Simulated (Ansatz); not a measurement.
C2H7BClNSi, SMILES `BN(C=C)[SiH2]Cl`. Charge 0, multiplicity 1.

```xyz
13

B    -0.296    0.333    1.897
N    -0.113    0.067    0.524
C    -0.641    0.945   -0.442
C    -0.450    0.881   -1.754
Si    0.743   -1.381    0.036
Cl    2.572   -0.921   -0.773
H    -0.916    1.304    2.219
H     0.168   -0.416    2.703
H    -1.253    1.731   -0.012
H    -0.919    1.612   -2.397
H     0.173    0.132   -2.230
H     0.964   -2.202    1.237
H    -0.032   -2.085   -1.007
```

Question: What are the harmonic wavenumbers in cm⁻¹ at PBE0-D4/def2-TZVP (Ansatz, finite differences of forces, unscaled)? (An estimate is asked.)

Answer: The calculation gave: 72, 113, 138, 233, 318, 349, 475, 515, 546, 624, 675, 725, 749, 880, 894, 898, 946, 1007, 1016, 1026, 1198, 1255, 1350, 1366, 1451, 1712, 2265, 2299, 2587, 2677, 3175, 3187, 3267.

Question: Is this a minimum?

Answer: Yes, all 33 modes are real.

Question: Give the ideal-gas thermochemistry at 298.15 K and 1 bar (rigid rotor, harmonic oscillator; point group C1, symmetry number 1).

Answer: Zero-point energy 239.2 kJ/mol; H(298) − E = 262.0 kJ/mol; entropy 364.3 J/(mol·K), of which translation 168.5, rotation 118.0, vibration 77.9; G(298) − E = 153.4 kJ/mol. Modes under 100 cm⁻¹ are hindered rotations or soft bends, so the harmonic entropy is rough.

Question: And at 400, 500, 600, 800 and 1000 K?

Answer: 
```tsv
T (K)	H − E (kJ/mol)	S (J/mol/K)	G − E (kJ/mol)
400	276.2	405.0	114.2
500	292.7	441.7	71.8
600	311.2	475.4	26.0
800	353.0	535.4	-75.3
1000	399.5	587.1	-187.6
```
